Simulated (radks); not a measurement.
Results of a calculation; reference values are marked as such.
The nuclear charge of neutral barium is varied continuously with 56 electrons held in [Xe] 6s2. Code: a radial shooting solver on a logarithmic mesh with Libxc functionals. Model: Dirac Kohn-Sham, PBE, spin-unpolarised, spherical densities, finite nucleus; Fermi nuclear charge, rms radius 4.8378 fm. By the Hellmann-Feynman theorem dE/dZ = E(electron-nucleus)/Z, the electronic potential at the nucleus (averaged over a nucleus of fixed radius).

Z     E (hartree)  E(electron-nucleus)/Z (hartree)   HOMO  e(HOMO) (eV)  <r> HOMO (bohr)
55.8   -8068.4795                         -351.669  6s1/2        -2.239            5.064
56     -8138.9916                         -353.451  6s1/2        -3.229            4.792
56.2   -8209.8600                         -355.233  6s1/2        -4.298            4.565
56.4   -8281.0849                         -357.016  6s1/2        -5.440            4.372
56.6   -8352.6664                         -358.799  6s1/2        -6.648            4.204
56.8   -8424.6046                         -360.583  6s1/2        -7.920            4.055
57     -8496.8998                         -362.369  6s1/2        -9.251            3.922

The central difference of E at Z = 56 is -353.451 hartree, to compare with the third column; the second derivative is -8.91 hartree.
